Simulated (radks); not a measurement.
Results of a calculation; reference values are marked as such.
Effect of the nuclear size on the hafnium ion Hf+, [Xe] 4f14 5d1 6s2. Code: a radial shooting solver on a logarithmic mesh with Libxc functionals. Model: Dirac Kohn-Sham, exchange-only LDA, spin-unpolarised, spherical densities, finite nucleus; open shells fill j = l - 1/2 first; Fermi nuclear charge, rms radius 5.347 fm. The rms radius is varied about that value; shifts are against it.

rms radius (fm) = 4.5289: total energy shift (eV) -13.8; density at nucleus (e/bohr^3) 1.271e+06; 1s1/2 shift (meV) -5600; 2s1/2 shift (meV) -775; 5p1/2 shift (meV) 0.617; 6s1/2 shift (meV) -0.520; 5d3/2 shift (meV) 0.519; 6p1/2 (empty) shift (meV) 0.207; 7s1/2 (empty) shift (meV) -0.069
rms radius (fm) = 4.9032: total energy shift (eV) -7.66; density at nucleus (e/bohr^3) 1.238e+06; 1s1/2 shift (meV) -3120; 2s1/2 shift (meV) -431; 5p1/2 shift (meV) 0.343; 6s1/2 shift (meV) -0.290; 5d3/2 shift (meV) 0.289; 6p1/2 (empty) shift (meV) 0.115; 7s1/2 (empty) shift (meV) -0.038
rms radius (fm) = 5.347: total energy shift (eV) 0; density at nucleus (e/bohr^3) 1.204e+06; 1s1/2 shift (meV) 0.000; 2s1/2 shift (meV) 0.000; 5p1/2 shift (meV) 0.000; 6s1/2 shift (meV) 0.000; 5d3/2 shift (meV) 0.000; 6p1/2 (empty) shift (meV) 0.000; 7s1/2 (empty) shift (meV) 0.000
rms radius (fm) = 5.8122: total energy shift (eV) 8.51; density at nucleus (e/bohr^3) 1.171e+06; 1s1/2 shift (meV) 3460; 2s1/2 shift (meV) 479; 5p1/2 shift (meV) -0.381; 6s1/2 shift (meV) 0.321; 5d3/2 shift (meV) -0.320; 6p1/2 (empty) shift (meV) -0.128; 7s1/2 (empty) shift (meV) 0.042
rms radius (fm) = 6.3576: total energy shift (eV) 19.1; density at nucleus (e/bohr^3) 1.138e+06; 1s1/2 shift (meV) 7770; 2s1/2 shift (meV) 1070; 5p1/2 shift (meV) -0.854; 6s1/2 shift (meV) 0.721; 5d3/2 shift (meV) -0.719; 6p1/2 (empty) shift (meV) -0.287; 7s1/2 (empty) shift (meV) 0.095

Slopes of the eigenvalues against <r^2> in GHz/fm^2, as finite differences over the two radii next to the reference (eigenvalue slopes, not the field-shift constants of lines): 1s1/2 163000, 2s1/2 22600, 5p1/2 -18.0, 6s1/2 15.2, 5d3/2 -15.1, 6p1/2 (empty) -6.04, 7s1/2 (empty) 2.00.
